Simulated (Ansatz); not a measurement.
Ideal-gas functions of Cl₃ISi (`Cl[Si](Cl)(Cl)I`) at 400 K and 1 bar, from an Ansatz frequency run at PBE0-D4/def2-TZVP.

Molar mass 261.35 g/mol, point group C3v (symmetry number 3), electronic degeneracy 1, moments of inertia 385.759, 775.268, 775.268 u Å². Harmonic wavenumbers (cm⁻¹, unscaled): 116, 116, 165, 193, 193, 335, 527, 611, 611.

Use S(trans) = R[1.5 ln M + 2.5 ln T − 1.1517]; rotational temperatures θ = 24.2544 K / I; S(rot) = R[ln(√π/σ · √(T³/θAθBθC)) + 1.5]; for each mode x = 1.438777 ν̃/T, S = R[x/(eˣ − 1) − ln(1 − e⁻ˣ)] and H = RT x/(eˣ − 1); 1 cm⁻¹ = 0.0119627 kJ/mol; R = 8.31446 J/(mol·K).

By hand: the entropy, in J/(mol·K).

Translation 184.4. Rotation: θ = 0.0629, 0.0313, 0.0313 K, giving 123.1. Vibration, mode by mode: 15.64, 15.64, 12.77, 11.51, 11.51, 7.25, 4.14, 3.26, 3.26, in all 85.0. Electronic 0.0. Sum 392.5 J/(mol·K).

By hand: H − E and G − E in kJ/mol, counted from the electronic energy.

Zero-point energy ½ × 2867 × 0.0119627 = 17.1; thermal vibration 17.1; translation, rotation and pV give 4 RT = 13.3. H − E = 47.5 kJ/mol, and G − E = 47.5 − 400 × 392.5/1000 = -109.5 kJ/mol.

Vibration gives 22 % of the entropy, 31.3 J/(mol·K) of it from the modes under 150 cm⁻¹: soft modes count most, and the harmonic formula is weakest for them.
